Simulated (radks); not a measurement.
Q: All-electron atom: Sm XLVIII in [Ne] 3s2 3p3. Method: scalar-relativistic Kohn-Sham, SCAN, spin-polarised, spherical densities, finite nucleus; open shells are filled with parallel spins first (spin-orbit coupling, left out, can overturn this in heavy ions); meta-GGA in the generalised Kohn-Sham scheme; Fermi nuclear charge, rms radius 5.0819 fm; computed with a radial shooting solver on a logarithmic mesh with Libxc functionals. Some entries of the table are withheld. Estimate them.

orbital,occ.,eigenvalue (Ry),<r> (bohr)
1s up,1,(1),0.02274
1s down,1,(2),0.02274
2s up,1,-786.4943,0.09572
2s down,1,-785.9896,0.09567
2p up,3,-727.6415,0.08416
2p down,3,-726.8337,0.08416
3s up,1,-311.7848,(3)
3s down,1,-308.8609,(4)
3p up,3,-293.4947,0.2260

A: 
(1) 1s up eigenvalue (Ry): -3669.558
(2) 1s down eigenvalue (Ry): -3668.794
(3) 3s up <r> (bohr): 0.2320
(4) 3s down <r> (bohr): 0.2327
